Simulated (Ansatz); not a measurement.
Geometry optimisation of Ga(py)F3 (C₅H₅F₃GaN).

```yaml
crystal:
  periodic: [false, false, false]
  atoms:
    - {symbol: Ga, position_ang: [0.010430, -0.009810, -2.571830]}
    - {symbol: N, position_ang: [0.027300, -0.035900, -0.541790]}
    - {symbol: C, position_ang: [1.036190, 0.514800, 0.125430]}
    - {symbol: C, position_ang: [1.052630, 0.560250, 1.507600]}
    - {symbol: C, position_ang: [-0.015120, 0.016780, 2.207180]}
    - {symbol: C, position_ang: [-1.062850, -0.551050, 1.496580]}
    - {symbol: C, position_ang: [-1.003940, -0.556600, 0.114710]}
    - {symbol: H, position_ang: [1.838910, 0.918280, -0.479680]}
    - {symbol: H, position_ang: [1.884640, 1.011660, 2.023920]}
    - {symbol: H, position_ang: [-0.030300, 0.035510, 3.286340]}
    - {symbol: H, position_ang: [-1.911300, -0.982170, 2.003430]}
    - {symbol: H, position_ang: [-1.786570, -0.984650, -0.499630]}
    - {symbol: F, position_ang: [1.714780, 0.060880, -2.906130]}
    - {symbol: F, position_ang: [-0.865580, 1.464130, -2.868220]}
    - {symbol: F, position_ang: [-0.889240, -1.462110, -2.897920]}
basis:
  gaussian: {orbitals: def2-SVP}
hamiltonian: {xc: r2scan, dispersion: d4}
scf: {lower_state_search: "off"}
output: {orbitals: {seedname: orbitals}}
relax: {f_tol: 0.02, max_steps: 100}
```

```sh
$ ansatz run in.yaml --threads 4 --pin off --events-out ev --progress --plain --max-ram 8704MiB
```

Shortened log:

```
Functional definition: r2SCAN
mean field -67264.00602887 eV, -2471.9066283801 hartree, gradient 7.0e-6 eV, S^2 0.000000; 0 other end points of the search recorded, 0 dependent functions left out
relax step   1: F+E_penalty+E_count = -67264.12678732 eV  Δ(F+E_penalty+E_count) = +0.000e0 eV  max|allowed force component| = 6.433e-1 eV/Å  Δτ_max = 0.0000 Å  (20 SCF iters, accepted)
mean field -67264.06933357 eV, -2471.9089547851 hartree, gradient 3.0e-6 eV, S^2 0.000000; 0 other end points of the search recorded, 0 dependent functions left out
relax step   2: F+E_penalty+E_count = -67264.18964166 eV  Δ(F+E_penalty+E_count) = -6.285e-2 eV  max|allowed force component| = 2.961e-1 eV/Å  Δτ_max = 0.1095 Å  (20 SCF iters, accepted)
mean field -67264.07757685 eV, -2471.9092577200 hartree, gradient 3.0e-6 eV, S^2 0.000000; 0 other end points of the search recorded, 0 dependent functions left out
relax step   3: F+E_penalty+E_count = -67264.19770308 eV  Δ(F+E_penalty+E_count) = -8.061e-3 eV  max|allowed force component| = 5.720e-2 eV/Å  Δτ_max = 0.0649 Å  (21 SCF iters, accepted)
mean field -67264.07644022 eV, -2471.9092159496 hartree, gradient 2.9e-6 eV, S^2 0.000000; 0 other end points of the search recorded, 0 dependent functions left out
relax step   4: F+E_penalty+E_count = -67264.19669755 eV  Δ(F+E_penalty+E_count) = +1.006e-3 eV  max|allowed force component| = 1.258e-1 eV/Å  Δτ_max = 0.0383 Å  (20 SCF iters, rejected (line search))
mean field -67264.07874969 eV, -2471.9093008211 hartree, gradient 2.9e-6 eV, S^2 0.000000; 0 other end points of the search recorded, 0 dependent functions left out
relax step   5: F+E_penalty+E_count = -67264.19892866 eV  Δ(F+E_penalty+E_count) = -1.226e-3 eV  max|allowed force component| = 1.620e-2 eV/Å  Δτ_max = 0.0185 Å  (21 SCF iters, accepted)
Total energy: -67264.19894369 eV, -2471.9137178692 hartree
Atom 0 at    -0.006052     0.021426    -2.568424 Å, force    -0.004976     0.001981     0.009990 eV/Å
Atom 1 at     0.001174     0.001165    -0.545295 Å, force     0.000113    -0.008762    -0.016199 eV/Å
Atom 2 at     1.037804     0.538010     0.121005 Å, force     0.004859     0.011397     0.009107 eV/Å
Atom 3 at     1.064725     0.562523     1.512393 Å, force    -0.001300    -0.001652    -0.000472 eV/Å
Atom 4 at    -0.007135     0.005415     2.215406 Å, force     0.002531    -0.005911    -0.002243 eV/Å
Atom 5 at    -1.066476    -0.569761     1.507777 Å, force     0.003461    -0.000744     0.000979 eV/Å
Atom 6 at    -1.025578    -0.559596     0.116722 Å, force    -0.011010     0.005002     0.002831 eV/Å
Atom 7 at     1.845853     0.933652    -0.502547 Å, force    -0.006855    -0.000914    -0.005085 eV/Å
Atom 8 at     1.916534     1.007702     2.031282 Å, force    -0.002651    -0.001416    -0.000386 eV/Å
Atom 9 at    -0.013325     0.012593     3.309268 Å, force    -0.000406     0.000597    -0.005897 eV/Å
Atom 10 at    -1.914256    -1.026903     2.022791 Å, force     0.003190    -0.000139     0.000682 eV/Å
Atom 11 at    -1.803726    -1.008255    -0.508997 Å, force     0.006083     0.003218    -0.001903 eV/Å
Atom 12 at     1.736463     0.052918    -2.827339 Å, force     0.002247     0.004058     0.003829 eV/Å
Atom 13 at    -0.844134     1.487895    -3.045951 Å, force     0.009411    -0.007418    -0.000078 eV/Å
Atom 14 at    -0.921890    -1.458784    -2.838102 Å, force    -0.004696     0.000703     0.004844 eV/Å
Dipole moment:     0.017458    -0.034867     1.801487 e Å
Checks for a lower state left out: stability, starts, cluster_reference, orbital_swaps, neighbouring_geometries, increment
```

Run time 19 s (4 threads of Arm Neoverse V2 on a shared host).
